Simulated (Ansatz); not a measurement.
Isolated molecules relaxed with PBE0-D4/def2-TZVP in Ansatz; ΔE leaves out vibrations. CCSD(T)/CBS adds triple-zeta CCSD(T) − MP2 to the extrapolated MP2 energy (def2 sets, frozen cores). This one scheme is used for every species. Functionals use def2-TZVPP. B3LYP here is the variant with VWN-RPA as its local correlation; programs differ in this. For Ge outer-core shells are correlated without core-valence functions, which leaves a few kJ/mol of doubt a bond. Scalar relativity is left out up to krypton. Each species was taken in one conformer, which may not be the lowest.

`[OH][GeH2][GeH3]` + `SS` → `[OH][GeH2][S]S` + GeH₄  (cleavage of the Ge–Ge bond)

**Question.** Is it downhill or uphill in electronic energy at CCSD(T)/CBS, and by how much? (Best estimate.)

**Answer.** Computed: Downhill: ΔE = -7.8 kcal/mol.

**Question.** What do these levels give: B97M-V, B3LYP-D4, PBE, revPBE, BLYP, PBE0, CAM-B3LYP, RPA@PBE/def2-TZVPP, CCSD/def2-SVP, HF/def2-TZVPP, HF/def2-QZVPP, CCSD/CBS(def2)? (Best estimate.)

**Answer.** The calculation gave: B97M-V -9.7, B3LYP-D4 -7.6, PBE -6.3, revPBE -5.7, BLYP -5.7, PBE0 -6.5, CAM-B3LYP -6.8, RPA@PBE/def2-TZVPP -7.3, CCSD/def2-SVP -8.9, HF/def2-TZVPP -7.9, HF/def2-QZVPP -7.8, CCSD/CBS(def2) -7.2 kcal/mol.

**Question.** What do rigid-rotor, harmonic-oscillator terms from PBE0-D4/def2-TZVP frequencies (298.15 K, 1 bar) make of the CCSD(T)/CBS value? (An estimate is asked.)

**Answer.** Ansatz gave: ΔZPE = -0.2 kcal/mol, ΔH = -8.0 kcal/mol, ΔS = -26 J/(mol·K), ΔG = -6.2 kcal/mol.

Largest T1 diagnostic among the species: 0.012.

The D4 term adds −1.5 kcal/mol with B3LYP and −0.8 kcal/mol with PBE0; it sums over pairs of atoms, weighted by their polarisabilities, and B3LYP, whose exchange is more repulsive, gets the larger term. Leaving LDA and LC-ωPBE aside and taking each functional with its dispersion term where it has one, the values, not all of them listed here, spread over 2.5 kcal/mol, from B97M-V to PBE-D4. LDA lies −1.2 kcal/mol from PBE without D4. At CCSD(T), def2-SVP lies −1.5 kcal/mol from the extrapolated value and def2-TZVPP +0.0 kcal/mol.
